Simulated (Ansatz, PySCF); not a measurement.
Complex: N2 (SMILES N#N) (first 2 atoms) with PH3 (SMILES P); geometry from B3LYP-D3(BJ)/def2-TZVP, rigid monomers moved along the line of their centres of mass till N2···H6 is 3.77 Å.
(charge 0, multiplicity 1):
```xyz
6

N     -0.474     0.529    -0.259
N      0.544     0.139    -0.295
P      0.201    -0.286     4.217
H     -0.785    -0.903     3.405
H     -0.005     0.993     3.639
H      1.256    -0.610     3.326
```

Quantity: the interaction energy.

Monomers are frozen at their geometry in the pair; levels with a basis set take the counterpoise correction.

Correlated levels freeze the cores. CBS: X⁻³ extrapolation of the correlation energy, Hartree–Fock from the larger set.

Programs: Ansatz (a first-principles code); PySCF for the dispersion terms. 

Costs are ratios of core time to PBE/def2-TZVPPD (roughly 2.5 s), for whole runs (searches for the state included, and forces where a run took them) on one shared machine, so rough; each difference counts from -14.9 meV (CCSD(T)/CBS(aug-cc-pV(D+d)Z, aug-cc-pV(T+d)Z), a level with limits of its own).

A star marks coupled-cluster runs past 200 virtual orbitals, where the program's memory plan changes under this machine's limit, so their costs aren't comparable with smaller runs.

```
level                      basis functions   cost  difference (meV)
-------------------------  ---------------  -----  ----------------
PBE/def2-TZVPPD                        173     ×1               8.0
PBE-D3(BJ)/def2-TZVPPD                 173     ×1              -7.2
B3LYP/def2-TZVPPD                      173     ×1              22.5
B3LYP-D3(BJ)/def2-TZVPPD               173     ×1               0.9
PBE0/def2-TZVPPD                       173     ×1              10.2
PBE0-D3(BJ)/def2-TZVPPD                173     ×1              -5.7
r2SCAN/def2-TZVPPD                     173     ×2               6.5
r2SCAN-D3(BJ)/def2-TZVPPD              173     ×2              -2.7
wB97X-V/def2-TZVPPD                    173     ×3              -0.5
wB97M-V/def2-TZVPPD                    173     ×4               0.7
CCSD(T)/aug-cc-pV(D+d)Z                105     ×4               2.9
CCSD(T)/aug-cc-pV(T+d)Z                216  ×200*               0.8
```

With a budget of 100 times the cost of PBE/def2-TZVPPD, the closest level: wB97X-V/def2-TZVPPD, at -0.5 meV; next is wB97M-V/def2-TZVPPD at 0.7 meV.
